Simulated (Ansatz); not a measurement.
```xyz
6

F    -1.760   -1.325    0.579
Ge   -0.548   -0.629   -0.470
O    -0.288    1.126    0.084
Al    1.243    0.510    0.500
H    -1.234   -0.670   -1.851
H     2.588    0.988    1.157
```

Total charge 0; spin multiplicity 1.

(1) List the PBE/def2-TZVPP orbital energies in eV (Ansatz 0.2.0). (Estimate.)

## Answers

(1) Ansatz gave: Occupied: -10805.14, -1507.62, -1338.40, -1191.85, -1191.83, -1191.80, -658.93, -509.94, -163.07, -114.56, -114.52, -114.42, -107.89, -69.97, -69.84, -69.72, -30.74, -30.39, -30.29, -30.28, -30.24, -27.81, -23.31, -13.24, -10.58, -10.08, -9.78, -9.23, -8.57, -8.25, -7.76, -5.75. Lowest empty: -2.54, -2.40, -1.26, -0.12, 0.50, 1.28, 2.15, 2.44.
